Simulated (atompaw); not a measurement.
# How hard is this vanadium PAW (atompaw) potential?

- Element: V
- Generator: atompaw 4.2.0.5
- Type: PAW
- Functional: PBE
- Relativity: scalar-relativistic
- Frozen core: [Ne]
- Valence charge: 13
- Reference configuration: 3s2 3p6 3d3 4s1 4p0 (charge +1)
- Partial waves: 3s (bound): rc 1.40 bohr; 4s (bound): rc 1.70 bohr; 3p (bound): rc 1.65 bohr; 4p (bound, empty): rc 2.55 bohr; 3d (bound): rc 2.55 bohr; 3d channel at 0.95 Ry: rc 2.55 bohr
- Local potential: bessel scheme, radius 1.80 bohr
- Core correction: smooth core density matched at 1.95 bohr
- Augmentation charge: sinc compensation charge, radius 2.15 bohr; PAW radius 2.55 bohr; waves and projectors: custom polynom2 7 10 vanderbiltortho

The pseudo-atom Hamiltonian at the reference potential is diagonalised in spherical Bessel functions j_l(qr) that vanish at 20 bohr, with q² up to the cutoff. All-electron valence levels (Ry): 3s -5.7208, 4s -0.8012, 3p -3.7963, 4p -0.5023, 3d -0.9285.

Q: How do the lowest levels (Ry) of each channel move with the cutoff, and are there ghosts?

A:

| cutoff (Ry) | s #1 | s #2 | p #1 | p #2 | p #3 | d #1 | f #1 | f #2 | Σ f·Δε (mRy) |
| --- | --- | --- | --- | --- | --- | --- | --- | --- | --- |
| 8 | -5.3671 | -0.7625 | -2.3136 | -0.5019 | -0.1546 | -0.8886 | -0.0614 | 0.0328 | 9761.3 |
| 12 | -5.6543 | -0.7945 | -3.5685 | -0.5020 | -0.1547 | -0.9119 | -0.0614 | 0.0327 | 1555.9 |
| 18 | -5.7179 | -0.8010 | -3.7825 | -0.5023 | -0.1547 | -0.9245 | -0.0614 | 0.0327 | 100.6 |
| 25 | -5.7204 | -0.8012 | -3.7957 | -0.5023 | -0.1547 | -0.9254 | -0.0614 | 0.0327 | 13.2 |
| 35 | -5.7205 | -0.8012 | -3.7959 | -0.5023 | -0.1547 | -0.9276 | -0.0614 | 0.0327 | 5.3 |
| 50 | -5.7206 | -0.8012 | -3.7960 | -0.5023 | -0.1547 | -0.9282 | -0.0614 | 0.0327 | 2.9 |
| 60 | -5.7206 | -0.8012 | -3.7960 | -0.5023 | -0.1547 | -0.9283 | -0.0614 | 0.0327 | 2.3 |
| 80 | -5.7207 | -0.8012 | -3.7961 | -0.5023 | -0.1547 | -0.9284 | -0.0614 | 0.0327 | 1.7 |
| 100 | -5.7207 | -0.8012 | -3.7961 | -0.5023 | -0.1547 | -0.9285 | -0.0614 | 0.0327 | 1.4 |
| 120 | -5.7207 | -0.8012 | -3.7961 | -0.5023 | -0.1547 | -0.9285 | -0.0614 | 0.0327 | 0.9 |
| 160 | -5.7207 | -0.8012 | -3.7962 | -0.5023 | -0.1547 | -0.9285 | -0.0614 | 0.0327 | 0.5 |
| 400 | -5.7208 | -0.8012 | -3.7963 | -0.5023 | -0.1547 | -0.9285 | -0.0614 | 0.0327 | 0.0 |

Result: no extra level below or beside the all-electron valence levels (s, p, d, f tested); 10 mRy is reached at 30 Ry and 1 mRy at 120 Ry.
